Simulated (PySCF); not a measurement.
Computed shifts of a molecule CH₃F₃OSi, PBE/pcSseg-1 in PySCF, GIAO, gas phase, atoms alike by connectivity averaged where their shifts nearly agree, in ppm (number of nuclei): ²⁹Si: -45.6 (1). ¹⁹F: -164.4 (1), -176.6 (1), -327.9 (1). ¹³C: 79.6 (1). ¹H: 4.91 (1), 4.82 (1), 3.69 (1). References: ¹⁷O against H2O (σ = 334.3 ppm); ²⁹Si against TMS (σ = 335.4 ppm); ¹⁹F against CFCl3 (σ = 133.6 ppm); ¹³C against TMS (σ = 182.0 ppm); ¹H against TMS (σ = 31.49 ppm), references at their B3LYP-D3(BJ)/def2-TZVP geometries, non-relativistic. Coordinates come from a ωB97X-D3(BJ)/def2-SVP optimisation. Other conformers were not sampled.

**Question.** Pick the molecule that these values belong to.
A) O[SiH2]C(F)(F)F
B) O[Si](F)(F)CF
C) CO[Si](F)(F)F
D) OC[Si](F)(F)F

**Answer.** B, O[Si](F)(F)CF
